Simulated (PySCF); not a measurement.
A mixed set of molecules.

All values: wB97X-D/def2-SVPD (PySCF) at GFN2-xTB geometries, gas phase, one conformer each. Core orbitals are frozen in the response; Δα² is half the sum of the squared differences of the principal polarisabilities.

**Question.** Rank by dipole moment, lowest first.
A. `[CH3:1][C@:2]([SiH3:3])([Cl:4])[CH2:5][CH2:6][F:7]` with C1–C2–C5–C6 -178°, C2–C5–C6–F7 72°
B. `[CH:1]#[C:2][Si@@:3]([NH2:4])([PH2:5])[N:6]=[CH2:7]` with C2–Si3–N4–H 74° and -66°, C2–Si3–P5–H 153° and 61°, C2–Si3–N6–C7 -19°
C. `[CH3:1][Si@H:2]([CH2:3][F:4])[CH2:5][CH2:6][Cl:7]` with C1–Si2–C3–F4 78°, C1–Si2–C5–C6 39°, Si2–C5–C6–Cl7 56°
D. `[CH3:1][CH:2]([CH3:3])[CH2:4][Si@@H:5]([F:6])[Cl:7]` with C1–C2–C4–Si5 -62°, C2–C4–Si5–F6 -164°

**Answer.** A (2.03 D), B (2.19 D), D (2.44 D), C (3.06 D).

**Question.** Rank by mean static polarisability, highest first.
A. `C#C[Si@@](N)(P)N=C`
B. `C[Si@H](CF)CCCl`
C. `CC(C[Si@@H](F)Cl)C`
D. `C[C@](F)(Cl)CC[SiH3]`

**Answer.** A (15.05 Å³), D (13.38 Å³), B (13.01 Å³), C (12.56 Å³).

All values together:

```
              SMILES     formula  μ (D)  HOMO (eV)  LUMO (eV)  α (Å³)  Δα (Å³)  electrons  α per electron (Å³)
  C#C[Si@@](N)(P)N=C   C3H7N2PSi   2.19      -8.86       0.71   15.05     3.44         68                0.221
     C[Si](C)(F)CCCl  C4H10ClFSi   2.99     -10.05       1.87   13.00     4.28         74                0.176
C[C@]([SiH3])(Cl)CCF  C4H10ClFSi   2.03      -9.85       1.96   13.17     0.72         74                0.178
     C[Si@H](CF)CCCl  C4H10ClFSi   3.06     -10.12       1.93   13.01     1.15         74                0.176
C[C@](F)(Cl)CC[SiH3]  C4H10ClFSi   2.37     -10.49       1.84   13.38     2.99         74                0.181
  CC(C)C[Si@@H](F)Cl  C4H10ClFSi   2.44     -10.49       1.96   12.56     2.30         74                0.170
```

Conformers: `[CH:1]#[C:2][Si@@:3]([NH2:4])([PH2:5])[N:6]=[CH2:7]` with C2–Si3–N4–H 74° and -66°, C2–Si3–P5–H 153° and 61°, C2–Si3–N6–C7 -19°; `[CH3:1][Si:2]([CH3:3])([F:4])[CH2:5][CH2:6][Cl:7]` with C1–Si2–C5–C6 -64°, Si2–C5–C6–Cl7 180°; `[CH3:1][C@:2]([SiH3:3])([Cl:4])[CH2:5][CH2:6][F:7]` with C1–C2–C5–C6 -178°, C2–C5–C6–F7 72°; `[CH3:1][Si@H:2]([CH2:3][F:4])[CH2:5][CH2:6][Cl:7]` with C1–Si2–C3–F4 78°, C1–Si2–C5–C6 39°, Si2–C5–C6–Cl7 56°; `[CH3:1][C@:2]([F:3])([Cl:4])[CH2:5][CH2:6][SiH3:7]` with C1–C2–C5–C6 60°, C2–C5–C6–Si7 176°; `[CH3:1][CH:2]([CH3:3])[CH2:4][Si@@H:5]([F:6])[Cl:7]` with C1–C2–C4–Si5 -62°, C2–C4–Si5–F6 -164°.
